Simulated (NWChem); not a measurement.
System: AlH₃O₂; SMILES [OH][AlH][OH]

NWChem printed, in part:

```
             Northwest Computational Chemistry Package (NWChem) 7.3.0
             --------------------------------------------------------

                             Geometry "geometry" -> ""
                             -------------------------

 Output coordinates in angstroms (scale by  1.889725989 to convert to a.u.)

  No.       Tag          Charge          X              Y              Z
 ---- ---------------- ---------- -------------- -------------- --------------
    1 Al                  13.0000    -0.35654600    -0.14238000    -0.24647900
    2 H                    1.0000    -1.52745900    -0.94486500    -0.92660500
    3 O                    8.0000    -0.14383800     1.47793100    -0.70041700
    4 H                    1.0000     0.53220700     2.06476300    -0.35837900
    5 O                    8.0000     0.69909000    -0.80735400     0.91041600
    6 H                    1.0000     0.67993900    -1.70455800     1.24504700

 Effective nuclear repulsion energy (a.u.)     101.2287509352

  xc_inp: hfexch multiplicative factor not found.

                                 NWChem DFT Module
                                 -----------------

 Summary of "ao basis" -> "ao basis" (spherical)
 ------------------------------------------------------------------------------
       Tag                 Description            Shells   Functions and Types
 ---------------- ------------------------------  ------  ---------------------
 Al                          6-31g*                  8       18   4s3p1d
 H                           6-31g*                  2        2   2s
 O                           6-31g*                  6       14   3s2p1d

            General Information
            -------------------
          SCF calculation type: DFT
          Wavefunction type:  closed shell.
          No. of atoms     :     6
          No. of electrons :    32
           Alpha electrons :    16
            Beta electrons :    16
          Charge           :     0
          Spin multiplicity:     1
          Use of symmetry is: off; symmetry adaption is: off
          Maximum number of iterations: 150
          AO basis - number of functions:    52
                     number of shells:    26
          Convergence on energy requested:  1.00D-06
          Convergence on density requested:  1.00D-05
          Convergence on gradient requested:  5.00D-04

              XC Information
              --------------
                     Hartree-Fock (Exact) Exchange  1.000

      Superposition of Atomic Density Guess
      -------------------------------------

 Sum of atomic energies:        -392.86205278

      Non-variational initial energy
      ------------------------------

 Total energy =    -393.376518
 1-e energy   =    -744.915939
 2-e energy   =     250.310670
 HOMO         =      -0.433359
 LUMO         =      -0.005675

     ---------------------------------------------
      Total Density - Mulliken Population Analysis
     ---------------------------------------------

    Atom       Charge   Shell Charges
 -----------   ------   -------------------------------------------------------
    1 Al  13    11.75   2.00  2.00  5.97  0.66  0.61  0.22  0.11  0.18
    2 H    1     1.06   0.44  0.63
    3 O    8     9.15   2.00  0.94  3.20  0.91  2.09  0.01
    4 H    1     0.44   0.35  0.09
    5 O    8     9.16   2.00  0.93  3.21  0.91  2.09  0.01
    6 H    1     0.44   0.35  0.09

   convergence    iter        energy       DeltaE   RMS-Dens  Diis-err
 ---------------- ----- ----------------- --------- --------- ---------
 d= 0,ls=0.0,diis     1   -393.3587252687 -4.95D+02  1.34D-02  9.73D-01
 d= 0,ls=0.0,diis     2   -393.4295397780 -7.08D-02  5.07D-03  3.84D-01
 d= 0,ls=0.0,diis     3   -393.4649595409 -3.54D-02  1.05D-03  2.76D-03
 d= 0,ls=0.0,diis     4   -393.4655780030 -6.18D-04  2.03D-04  6.86D-05
 d= 0,ls=0.0,diis     5   -393.4655994009 -2.14D-05  4.31D-05  2.92D-06
 d= 0,ls=0.0,diis     6   -393.4656003570 -9.56D-07  9.75D-06  1.54D-07

         Total DFT energy =     -393.465600357001
      One electron energy =     -748.443839446761
           Coulomb energy =      289.612184068382
    Exchange-Corr. energy =      -35.862695913805
 Nuclear repulsion energy =      101.228750935182

 Numeric. integr. density =        0.000000000000

[...]

                     NWChem Electrostatic Potential Fit Module
                     -----------------------------------------

 Atom parameters

 Number of atoms is                                    6
 Number of basis functions is                         52

 Grid parameters

 Maximum number of grid points is                  31098
 Number of grid points is                          31097
 Grid range                                     0.300000 nm
 Grid spacing                                   0.020000 nm
 Probe radius                                   0.070000 nm
 Atom radius factor                             1.000000

 Atomic radii

    1    0.100000
    8    0.136000
   13    0.195000
 FASTESP  F
  using M.O. file = ./job.movecs

    Atom              Coordinates                           Charge

                                                  ESP

    1 Al   -0.035655   -0.014238   -0.024648    1.237399
    2 H    -0.152746   -0.094487   -0.092661   -0.318232
    3 O    -0.014384    0.147793   -0.070042   -0.912914
    4 H     0.053221    0.206476   -0.035838    0.464475
    5 O     0.069909   -0.080735    0.091042   -0.881038
    6 H     0.067994   -0.170456    0.124505    0.410310
                                            ------------
                                                0.000000

 Dipole moment                                  0.601516

 Quadrupole moment Qxx                         -4.128856
                   Qyy                          7.787742
                   Qzz                         -3.658885

 RMS deviation kJ/mol                           0.065821

 RRMS %                                        20.965048
```

Level: Hartree-Fock/6-31G* (spherical d). All runs use the structure optimised with PBE0/def2-SVP.

### Question
Reconstruct the input file.

### Answer
One answer among several that fit: the input that was run:
```
start job
memory heap 200 mb stack 900 mb global 1100 mb
geometry units angstroms noautosym nocenter noautoz
  Al    -0.356546    -0.142380    -0.246479
  H     -1.527459    -0.944865    -0.926605
  O     -0.143838     1.477931    -0.700417
  H      0.532207     2.064763    -0.358379
  O      0.699090    -0.807354     0.910416
  H      0.679939    -1.704558     1.245047
end
basis spherical
  * library 6-31g*
end
dft
  xc hfexch
  iterations 150
  mulliken
end
task dft energy
esp
  recalculate
  probe 0.07
  range 0.3
  factor 1.0
  spacing 0.02
end
task esp
```
